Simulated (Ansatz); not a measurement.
Cartesian coordinates in Å:
```
B 1.0407 -0.7557 -0.2207
C -0.3657 -0.1358 -0.2464
C -0.6787 0.9303 0.4972
Cl -1.5880 -0.8375 -1.2707
H 1.3212 -1.7054 -0.8835
H 1.8503 -0.2452 0.4953
H -1.6636 1.3849 0.4954
H 0.0836 1.3646 1.1334
```

Charge 0, multiplicity 1.

(1) List the r2SCAN/def2-TZVPP orbital energies in eV (Ansatz). (Estimate.)

Answers

(1) Computed: Occupied: -2753.51, -274.69, -274.05, -254.87, -193.48, -193.25, -193.23, -180.71, -22.83, -19.77, -15.42, -13.19, -11.99, -10.93, -9.58, -9.22, -8.67, -7.53, -6.97. Lowest empty: -3.21, -0.04, 0.15, 1.69, 2.66, 3.00, 3.39, 3.66.
